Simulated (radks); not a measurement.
The numbers below are computed, except where a source is named.
Ho4+, 63 electrons, occupied as [Kr] 4d10 4f9 5s2 5p5.5 6s0.5 (fractional occupations, a model configuration). Level of theory: scalar-relativistic Kohn-Sham, PBE, spin-polarised, spherical densities, finite nucleus; open shells are filled with parallel spins first (spin-orbit coupling, left out, can overturn this in heavy ions); Fermi nuclear charge, rms radius 5.2022 fm (a radial shooting solver on a logarithmic mesh with Libxc functionals).

Local quantities along the radius. ELF = 1/(1 + alpha^2) is the electron localisation function; alpha = (tau - tau_W)/tau_unif compares the Pauli kinetic energy density with that of the uniform gas (summed over spins); s = |grad rho|/(2 (3 pi^2)^(1/3) rho^(4/3)) is the reduced gradient; 4 pi r^2 rho is in e/bohr; r v_xc is r times the local exchange-correlation potential of spin up (hartree bohr). tau is taken from the large components.

r (bohr),ELF,alpha,s,4 pi r^2 rho,r v_xc
0.0007491,0.999,0.02344,1.000,3.120,-0.1125
0.0008721,0.999,0.02355,0.9183,4.002,-0.1172
0.001007,0.999,0.02380,0.8509,5.053,-0.1229
0.001172,0.999,0.02422,0.7896,6.444,-0.1304
0.001354,0.999,0.02481,0.7399,8.085,-0.1391
0.001576,0.999,0.02567,0.6954,10.23,-0.1500
0.001821,0.999,0.02674,0.6601,12.73,-0.1622
0.002119,0.999,0.02823,0.6293,15.93,-0.1769
0.002448,0.999,0.03004,0.6058,19.60,-0.1928
0.002849,0.999,0.03252,0.5864,24.20,-0.2117
0.003291,0.999,0.03555,0.5730,29.31,-0.2316
0.003831,0.998,0.03972,0.5639,35.53,-0.2546
0.004424,0.998,0.04491,0.5598,42.17,-0.2784
0.005151,0.997,0.05224,0.5603,49.85,-0.3052
0.005948,0.996,0.06166,0.5654,57.58,-0.3320
0.006925,0.994,0.07545,0.5758,65.88,-0.3613
0.007997,0.991,0.09399,0.5906,73.43,-0.3894
0.00931,0.985,0.1225,0.6114,80.49,-0.4187
0.01075,0.974,0.1629,0.6359,85.74,-0.4451
0.01252,0.951,0.2281,0.6655,89.18,-0.4704
0.01446,0.905,0.3242,0.6941,90.11,-0.4910
0.01683,0.812,0.4815,0.7183,88.69,-0.5088
0.01944,0.670,0.7024,0.7236,85.67,-0.5218
0.02263,0.496,1.008,0.6923,82.02,-0.5324
0.02613,0.374,1.294,0.6134,79.82,-0.5419
0.03042,0.328,1.432,0.4874,80.72,-0.5605
0.03513,0.366,1.317,0.3689,85.78,-0.6015
0.0409,0.480,1.041,0.2935,95.35,-0.6727
0.04723,0.613,0.7943,0.2821,106.4,-0.7499
0.05499,0.713,0.6339,0.3181,116.3,-0.8227
0.06351,0.744,0.5868,0.3776,120.3,-0.8729
0.07393,0.699,0.6561,0.4464,116.5,-0.9004
0.08538,0.574,0.8613,0.4895,106.9,-0.9029
0.0994,0.410,1.201,0.4643,95.85,-0.8926
0.1148,0.340,1.393,0.3554,90.87,-0.9019
0.1336,0.412,1.195,0.2383,94.51,-0.9837
0.1543,0.574,0.8623,0.2183,102.8,-1.101
0.1797,0.708,0.6423,0.2878,107.4,-1.198
0.2075,0.736,0.5995,0.4013,100.2,-1.230
0.2416,0.626,0.7724,0.5338,80.89,-1.189
0.279,0.380,1.276,0.5830,60.66,-1.103
0.3248,0.236,1.798,0.4034,48.64,-1.043
0.3751,0.346,1.375,0.1885,49.19,-1.178
0.4366,0.600,0.8163,0.1801,55.28,-1.336
0.5043,0.715,0.6309,0.2851,56.74,-1.433
0.5871,0.698,0.6576,0.4228,49.50,-1.440
0.678,0.583,0.8462,0.5454,37.64,-1.371
0.7893,0.414,1.189,0.6166,25.94,-1.266
0.9115,0.335,1.408,0.5883,18.64,-1.193
1.061,0.395,1.237,0.5377,14.30,-1.174
1.226,0.527,0.9481,0.5835,11.39,-1.164
1.427,0.608,0.8031,0.7509,8.268,-1.106
1.648,0.566,0.8764,1.014,5.329,-0.9925
1.918,0.383,1.269,1.397,2.864,-0.8407
2.215,0.189,2.074,1.815,1.420,-0.7185
2.579,0.113,2.801,2.183,0.6586,-0.6195
2.978,0.159,2.300,2.520,0.3313,-0.5323
3.467,0.366,1.316,3.308,0.1584,-0.4593
4.004,0.653,0.7284,4.988,0.06824,-0.4403
4.662,0.844,0.4292,8.781,0.02128,-0.3885
5.384,0.915,0.3044,16.77,0.004995,-0.2771
6.267,0.938,0.2571,37.66,0.0007053,-0.1567

On this mesh the ELF has minima near r = 0.030, 0.11, 0.32, 0.91, 2.6 bohr, which separate the shells, and maxima near 0.064 (0.74), 0.21 (0.74), 0.50 (0.72), 1.4 (0.61).

Self-consistent cycle (total energy in hartree, residual of the potential): 1: -12590.12548, 2e+01; 2: -12606.99513, 8e+00; 3: -12611.22653, 1e+00; 4: -12611.12698, 1e+00; 5: -12611.40349, 5e-02; 6: -12611.40862, 5e-03; 7: -12611.40860, 6e-03; 8: -12611.40861, 2e-03; 9: -12611.40861, 6e-04; 10: -12611.40861, 9e-05; 11: -12611.40861, 9e-06; 12: -12611.40861, 5e-06; 13: -12611.40861, 1e-07; 14: -12611.40861, 1e-08.
